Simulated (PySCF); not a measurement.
Al(H)(OH)2 (AlH₃O₂), SMILES [OH][AlH][OH].

Coordinates come from a B3LYP-D3(BJ)/def2-TZVP optimisation. Other conformers were not sampled.

Method: PySCF 2.14.0 with B3LYP-D3(BJ)/def2-TZVP.

Frequencies are harmonic and unscaled.

Computed harmonic wavenumbers and intensities:
| mode | ν (cm⁻¹) | IR (km/mol) | moving atoms (share of kinetic energy) |
|---|---|---|---|
| 1 | 249 | 31.4 | O 49 %, Al 27 %, H 24 % |
| 2 | 305 | 0.0 | H 93 % |
| 3 | 357 | 344.2 | H 65 %, O 24 %, Al 11 % |
| 4 | 516 | 43.4 | H 85 %, Al 14 % |
| 5 | 540 | 227.9 | H 89 %, O 10 % |
| 6 | 610 | 0.9 | H 56 %, O 44 % |
| 7 | 682 | 190.5 | H 93 % |
| 8 | 804 | 68.5 | O 50 %, Al 26 %, H 25 % |
| 9 | 910 | 167.4 | Al 49 %, O 46 % |
| 10 | 2020 | 108.9 | H 96 % |
| 11 | 3914 | 30.1 | H 94 % |
| 12 | 3917 | 102.0 | H 94 % |
